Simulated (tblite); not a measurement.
C₅H₉NO.
SMILES with atom numbers: `[CH3:1][CH2:2]/[CH:3]=[CH:4]/[C:5]([NH2:6])=[O:7]` (hydrogens: H8, H9, H10 on C1; H11, H12 on C2; H13 on C3; H14 on C4; H15, H16 on N6)

Computed with GFN2-xTB (tblite), gas phase: Langevin dynamics at 400 K from the optimised GFN2-xTB geometry, time step 0.5 fs, friction 0.01 fs⁻¹, 2000 steps.

Start geometry:
```
atom  x, y, z in Å
C1     -2.599   -0.057    0.450
C2     -1.508    0.815   -0.173
C3     -0.299    0.003   -0.485
C4      0.914    0.201    0.019
C5      2.044   -0.680   -0.345
N6      3.218   -0.366    0.263
O7      1.957   -1.612   -1.119
H8     -2.247   -0.493    1.383
H9     -3.487    0.535    0.657
H10    -2.870   -0.866   -0.225
H11    -1.250    1.631    0.505
H12    -1.891    1.251   -1.101
H13    -0.437   -0.827   -1.167
H14     1.115    1.009    0.709
H15     3.304    0.393    0.914
H16     4.029   -0.927    0.062
```

The statistics below take the 31 frames saved every 25 fs from 250 to 1000 fs; their kinetic temperature (all 3N coordinates) averages 387 K.

Problem. Give the mean, spread and extremes of the bond lengths.

Solution. 
| bond | start (Å) | mean (Å) | standard deviation (Å) | shortest (Å) | longest (Å) |
| --- | --- | --- | --- | --- | --- |
| C1–C2 | 1.530 | 1.541 | 0.042 | 1.469 | 1.644 |
| C2–C3 | 1.489 | 1.495 | 0.032 | 1.430 | 1.571 |
| C3=C4 | 1.329 | 1.329 | 0.024 | 1.270 | 1.379 |
| C4–C5 | 1.479 | 1.476 | 0.030 | 1.424 | 1.542 |
| C5–N6 | 1.360 | 1.375 | 0.025 | 1.321 | 1.432 |
| C5=O7 | 1.214 | 1.215 | 0.021 | 1.176 | 1.265 |
| C1–H8 | 1.088 | 1.097 | 0.055 | 0.999 | 1.198 |
| C1–H9 | 1.088 | 1.092 | 0.021 | 1.049 | 1.131 |
| C1–H10 | 1.087 | 1.092 | 0.020 | 1.040 | 1.127 |
| C2–H11 | 1.092 | 1.092 | 0.034 | 1.018 | 1.159 |
| C2–H12 | 1.094 | 1.097 | 0.037 | 1.034 | 1.200 |
| C3–H13 | 1.083 | 1.089 | 0.033 | 1.022 | 1.144 |
| C4–H14 | 1.082 | 1.086 | 0.030 | 1.036 | 1.131 |
| N6–H15 | 1.003 | 1.010 | 0.019 | 0.966 | 1.047 |
| N6–H16 | 1.006 | 1.012 | 0.028 | 0.943 | 1.073 |

Problem. Give the same statistics for bond angles, one of each kind among heavy atoms.

Solution. 
```csv
angle,start (°),mean (°),standard deviation (°),smallest (°),largest (°)
C1–C2–C3,110.7,110.3,4.3,101.5,120.5
C2–C3–C4,125.5,125.5,4.3,115.6,135.5
C3–C4–C5,121.0,121.9,4.4,113.5,131.6
C4–C5–N6,114.3,114.3,3.0,108.3,120.4
C4–C5–O7,124.0,124.4,3.1,118.1,129.9
N6–C5–O7,121.6,121.1,2.7,113.9,127.5
```

Problem. How far does each atom move about its mean position (frames aligned on the start, all atoms weighted alike), and what rms force does it feel?

Solution. 
```csv
atom,rms displacement (Å),rms force (eV/Å)
C1,0.15,2.42
C2,0.14,2.10
C3,0.12,2.06
C4,0.16,2.17
C5,0.13,1.70
N6,0.15,1.90
O7,0.43,1.77
H8,0.45,1.85
H9,0.31,0.92
H10,0.42,0.96
H11,0.34,1.22
H12,0.34,1.16
H13,0.31,1.18
H14,0.34,1.03
H15,0.45,0.95
H16,0.20,1.30
```

The displacements run from 0.12 to 0.45 Å.

Problem. Follow the torsions C1–C2–C3–C4 and C3–C4–C5–N6 through every second one of these frames.

Solution. 
```tsv
t (fs)	C1–C2–C3–C4 (°)	C3–C4–C5–N6 (°)
250	-112	172
300	-108	-178
350	-109	-176
400	-111	-161
450	-108	-165
500	-91	-174
550	-104	-162
600	-88	-151
650	-95	-154
700	-102	-167
750	-109	-164
800	-111	-170
850	-94	-176
900	-95	-175
950	-66	-165
1000	-18	-177
```

Largest departure from the start value over all these frames: C1–C2–C3–C4 101° (start -120°), C3–C4–C5–N6 33° (start -179°).

Problem. How widely does the potential energy scatter, against a harmonic estimate?

Solution. Mean 0.69 eV above the start, standard deviation 0.126 eV, range 0.48 to 0.93 eV. For 42 classical harmonic modes at 400 K the canonical values are 42kT/2 = 0.72 eV and kT·√(42/2) = 0.158 eV.

The run is classical and short, so these are rough statistics of one trajectory.

The cost below is that of the whole dynamics run. Hardware: one thread, Arm Neoverse V1 (aarch64), shared host with 32 logical CPUs at a one-minute load of 9.1. Cost: 9.8 s wall, 0.18 GiB resident at most.
